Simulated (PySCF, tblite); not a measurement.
Isomers of C3H9O2Si (doublet state), one GFN2-xTB conformer each. Single-point energies are computed at B3LYP/pcH-1 (PySCF, gas phase, no added dispersion term), electronic only. GFN2-xTB treats the open shell by occupation alone, and not every SCF solution was tested for stability.

```json
{"SMILES": "[CH2]C[Si@H](O)OC", "GFN2-xTB relative energy (kcal/mol)": "5.5"}
{"SMILES": "C[CH][Si@H](O)OC", "GFN2-xTB relative energy (kcal/mol)": "0.0"}
```

Conformers: `[CH2:1][CH2:2][Si@H:3]([OH:4])[O:5][CH3:6]` (doublet state) with H–C1–C2–Si3 -83° and 84°, C1–C2–Si3–O4 -57°, C2–Si3–O4–H 49°, C2–Si3–O5–C6 171°; `[CH3:1][CH:2][Si@H:3]([OH:4])[O:5][CH3:6]` (doublet state) with C1–C2–Si3–O4 -34°, C2–Si3–O4–H -143°, C2–Si3–O5–C6 -62°.

What does B3LYP/pcH-1 give for the same structures?

```csv
SMILES,B3LYP/pcH-1 E (Eh),B3LYP/pcH-1 (kcal/mol),GFN2-xTB (kcal/mol),point group
C[CH][Si@H](O)OC,-559.73860,0.0,0.0,C1
[CH2]C[Si@H](O)OC,-559.73424,2.7,5.5,C1
```

Both levels put the same isomer lowest. Neighbours under 5.0 kcal/mol apart (C[CH][Si@H](O)OC and [CH2]C[Si@H](O)OC) can change places with a better method, another conformer or zero-point energy.

What happens when harmonic zero-point energies from GFN2-xTB frequencies are added?

```csv
SMILES,ZPE (kcal/mol),electronic (kcal/mol),with ZPE (kcal/mol)
C[CH][Si@H](O)OC,71.7,0.0,0.0
[CH2]C[Si@H](O)OC,71.4,2.7,2.5
```

The zero-point energies span 0.3 kcal/mol. The order is unchanged.

As an exercise, what shares would exp(−E/RT) give at 298.15 K from these electronic energies alone (no entropy, no degeneracies)?

RT = 0.592 kcal/mol: C[CH][Si@H](O)OC 99.0 %, [CH2]C[Si@H](O)OC 1.0 %.
